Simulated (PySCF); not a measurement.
PySCF job for Cl3Y, SMILES [Y+]([Cl])([Cl])[Cl] (connectivity only; charge and spin as stated), charge +1, multiplicity 2, TDA-ωB97X/def2-SVPD. Geometry optimised at PBE0-D3(BJ)/def2-SVP. A frequency run showed that this geometry is not a minimum. The multiplicity is an assumed one; other spin states were not compared. The def2 effective core potentials stand for the cores of Y; spin–orbit coupling is left out.

```python
import numpy as np
from pyscf import gto, scf, dft, tdscf

mol = gto.M(
    atom='''
    Y    -0.00000001    0.00000000   -0.63569534
    Cl    1.87730521    1.08386267    0.48611996
    Cl   -1.87730520    1.08386266    0.48611997
    Cl    0.00000001   -2.16772533    0.48611996
    ''',
    basis='def2-SVPD',
    ecp={'Y': 'def2-svp'},
    charge=1,
    spin=1,
    max_memory=1600,
    verbose=4,
)
mf = dft.UKS(mol, xc='wb97x').density_fit(auxbasis='def2-universal-jkfit')
mf.grids.level = 3
mf.conv_tol = 1e-9
mf.max_cycle = 100
mf.kernel()
fine, coarse = mf.grids, dft.Grids(mol).set(level=1).build(with_non0tab=True)
for _ in range(3):  # follow internal instabilities
    mf.grids = coarse
    mo, _, stable, _ = mf.stability(return_status=True, nroots=4)
    mf.grids = fine
    if stable:
        break
    mf.kernel(mf.make_rdm1(mo, mf.mo_occ))
mf.grids = dft.Grids(mol).set(level=1).build(with_non0tab=True)  # coarser grid for the response kernel
td = tdscf.TDA(mf)
td.nstates = 10
td.conv_tol = 1e-4
td.positive_eig_threshold = 1e-6
td.kernel(x0=td.get_init_guess(mf, 15))
td.analyze(verbose=3)
```

Log of the run:

```
PySCF version 2.14.0

[INPUT] verbose = 4
[INPUT] num. atoms = 4
[INPUT] num. electrons = 61
[INPUT] charge = 1
[INPUT] spin (= nelec alpha-beta = 2S) = 1
[INPUT] symmetry False subgroup None
[INPUT] Mole.unit = angstrom
[INPUT] Symbol           X                Y                Z      unit          X                Y                Z       unit  Magmom
[INPUT]  1 Y     -0.000000010000   0.000000000000  -0.635695340000 AA   -0.000000018897   0.000000000000  -1.201290091262 Bohr   0.0
[INPUT]  2 Cl     1.877305210000   1.083862670000   0.486119960000 AA    3.547592699119   2.048203602940   0.918633588085 Bohr   0.0
[INPUT]  3 Cl    -1.877305200000   1.083862660000   0.486119970000 AA   -3.547592680222   2.048203584043   0.918633606982 Bohr   0.0
[INPUT]  4 Cl     0.000000010000  -2.167725330000   0.486119960000 AA    0.000000018897  -4.096407186982   0.918633588085 Bohr   0.0

nuclear repulsion = 243.823064217101
number of shells = 45
number of NR pGTOs = 195
number of NR cGTOs = 115
basis = def2-SVPD
ecp = {'Y': 'def2-svp'}


[settings echo left out]
init E= -1413.35899864784
  alpha nocc = 31  HOMO = -0.593519914330732  LUMO = -0.377346008827038
  beta  nocc = 30  HOMO = -0.606759334436678  LUMO = -0.593519914330731

WARN: HOMO -0.593519914330732 >= LUMO -0.593519914330731

cycle= 1 E= -1418.22687240245  delta_E= -4.87  |g|= 0.467  |ddm|=  3.2
  alpha nocc = 31  HOMO = -0.624672922579099  LUMO = -0.139178014638464
  beta  nocc = 30  HOMO = -0.583489831829224  LUMO = -0.423404448281694
  HOMO = -0.583489831829  LUMO = -0.423404448282  gap/eV = 4.35615
cycle= 2 E= -1418.30246051862  delta_E= -0.0756  |g|= 0.283  |ddm|= 1.34
  alpha nocc = 31  HOMO = -0.619869195078618  LUMO = -0.195759250657466
  beta  nocc = 30  HOMO = -0.581733387961566  LUMO = -0.412247908282463
  HOMO = -0.581733387962  LUMO = -0.412247908282  gap/eV = 4.61193
cycle= 3 E= -1418.3509856289  delta_E= -0.0485  |g|= 0.0427  |ddm|= 0.417
  alpha nocc = 31  HOMO = -0.627393609849757  LUMO = -0.19258282952235
  beta  nocc = 30  HOMO = -0.586912867597786  LUMO = -0.416630020181422
  HOMO = -0.586912867598  LUMO = -0.416630020181  gap/eV = 4.63363
cycle= 4 E= -1418.35236974473  delta_E= -0.00138  |g|= 0.00896  |ddm|= 0.0725
  alpha nocc = 31  HOMO = -0.625436703912027  LUMO = -0.190619247343089
  beta  nocc = 30  HOMO = -0.584183167965955  LUMO = -0.412938260335249
  HOMO = -0.584183167966  LUMO = -0.412938260335  gap/eV = 4.65981
cycle= 5 E= -1418.35252922331  delta_E= -0.000159  |g|= 0.00333  |ddm|= 0.0266
  alpha nocc = 31  HOMO = -0.626044077301335  LUMO = -0.19033320705983
  beta  nocc = 30  HOMO = -0.584347207348427  LUMO = -0.412746178000742
  HOMO = -0.584347207348  LUMO = -0.412746178001  gap/eV = 4.66950
cycle= 6 E= -1418.35255540481  delta_E= -2.62e-05  |g|= 0.00132  |ddm|= 0.0108
  alpha nocc = 31  HOMO = -0.625899958043126  LUMO = -0.190401035989769
  beta  nocc = 30  HOMO = -0.584027543497153  LUMO = -0.412253448139641
  HOMO = -0.584027543497  LUMO = -0.41225344814  gap/eV = 4.67421
cycle= 7 E= -1418.35255940787  delta_E= -4e-06  |g|= 0.000397  |ddm|= 0.00394
  alpha nocc = 31  HOMO = -0.625959319059286  LUMO = -0.190355896934897
  beta  nocc = 30  HOMO = -0.584021562337229  LUMO = -0.412192447171094
  HOMO = -0.584021562337  LUMO = -0.412192447171  gap/eV = 4.67571
cycle= 8 E= -1418.35255982968  delta_E= -4.22e-07  |g|= 0.000104  |ddm|= 0.00138
  alpha nocc = 31  HOMO = -0.625974293379144  LUMO = -0.190362947283364
  beta  nocc = 30  HOMO = -0.584025900086075  LUMO = -0.412185066552361
  HOMO = -0.584025900086  LUMO = -0.412185066552  gap/eV = 4.67603
cycle= 9 E= -1418.35255985239  delta_E= -2.27e-08  |g|= 2.85e-05  |ddm|= 0.000322
  alpha nocc = 31  HOMO = -0.625970713904736  LUMO = -0.190351033400304
  beta  nocc = 30  HOMO = -0.584020914783514  LUMO = -0.412178252474792
  HOMO = -0.584020914784  LUMO = -0.412178252475  gap/eV = 4.67608
cycle= 10 E= -1418.3525598542  delta_E= -1.81e-09  |g|= 6.22e-06  |ddm|= 0.000115
  alpha nocc = 31  HOMO = -0.625971427256733  LUMO = -0.1903588226505
  beta  nocc = 30  HOMO = -0.584021390116963  LUMO = -0.412177952462862
  HOMO = -0.584021390117  LUMO = -0.412177952463  gap/eV = 4.67610
cycle= 11 E= -1418.35255985435  delta_E= -1.42e-10  |g|= 7.09e-06  |ddm|= 2.41e-05
  alpha nocc = 31  HOMO = -0.6259692166936  LUMO = -0.190356447964413
  beta  nocc = 30  HOMO = -0.584020246580482  LUMO = -0.412177950013387
  HOMO = -0.58402024658  LUMO = -0.412177950013  gap/eV = 4.67607
Extra cycle  E= -1418.35255985443  delta_E= -8.34e-11  |g|= 4.7e-06  |ddm|= 1.95e-05
converged SCF energy = -1418.35255985443  <S^2> = 0.76867648  2S+1 = 2.0185901
tot grids = 26952
uhf_internal: lowest eigs of H = [0.01447462 0.01447832 0.05841305 0.05850394]
<class 'pyscf.df.df_jk.DFUKS'> wavefunction is stable in the internal stability analysis
tot grids = 26952
Overwritten attributes  positive_eig_threshold  of <class 'pyscf.tdscf.uks.TDA'>


******** <class 'pyscf.tdscf.uks.TDA'> for <class 'pyscf.df.df_jk.DFUKS'> ********
nstates = 10
deg_eia_thresh = 1.000e-03
wfnsym = None
conv_tol = 0.0001
eigh lindep = 1e-12
eigh level_shift = 0
eigh max_cycle = 100


Excitation energies (eV)
[0.31765857 0.3178047  0.85507495 1.20114148 1.20135812 1.26168201
 1.26170666 1.44618539 5.81019955 5.81040859]

** Excitation energies and oscillator strengths **
Excited State   1:      0.31766 eV   3903.06 nm  f=0.0031
Excited State   2:      0.31780 eV   3901.27 nm  f=0.0031
Excited State   3:      0.85507 eV   1449.98 nm  f=0.0000
Excited State   4:      1.20114 eV   1032.22 nm  f=0.0754
Excited State   5:      1.20136 eV   1032.03 nm  f=0.0753
Excited State   6:      1.26168 eV    982.69 nm  f=0.0245
Excited State   7:      1.26171 eV    982.67 nm  f=0.0245
Excited State   8:      1.44619 eV    857.32 nm  f=0.0000
Excited State   9:      5.81020 eV    213.39 nm  f=0.0003
Excited State  10:      5.81041 eV    213.38 nm  f=0.0003
```

The run converged.
